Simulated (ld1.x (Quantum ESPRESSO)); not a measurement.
**Ranking RRKJ potentials for Al (Z = 13)**

All share these settings but for the change named:

ld1.x (Quantum ESPRESSO) 7.5 input, shortened:

```
&input
   title='Al', zed=13., rel=1, dft='PW91', iswitch=3,
   config='[Ne] 3s1.5 3p1.5'
 /
 &inputp
   pseudotype=2, tm=.false., lloc=0,
   nlcc=.false.
 /
2
3P  2  1   1.50   0.00  1.95  1.95  0.0
3S  1  0   1.50   0.00  1.70  1.70  0.0
 &test
   configts(1)='3s1.5 3p1.5'
 /
```

Test errors are all-electron minus pseudo excitation energies from the reference, over 3s2 3p1; 3s2 3p0; 3s1 3p0; 3s1 3p2; 3s1 3p1; 3s2 3p0.5; 3s2 3p1.3. None of these files shows a bound ghost.

The base gives 13.9 meV.

Of 6 variants that were run, those that failed, showed a ghost or another fault, or gave nearly equal values are left out.

A variant can come out equal or close to the base, since the largest error may sit in a test that the change hardly touches while other tests move.

Rank these variants by their largest absolute test error, smallest first.
A. wave 3s (bound): rc 1.70 bohr becomes 3s (bound): rc 1.36 bohr
B. wave 3s (bound): rc 1.70 bohr becomes 3s (bound): rc 2.24 bohr
C. wave 3s (bound): rc 1.70 bohr becomes 3s (bound): rc 2.48 bohr
D. wave 3s (bound): rc 1.70 bohr becomes 3s (bound): rc 1.68 bohr

D (14.3 meV), B (16.4 meV), C (20.0 meV), A (25.4 meV).
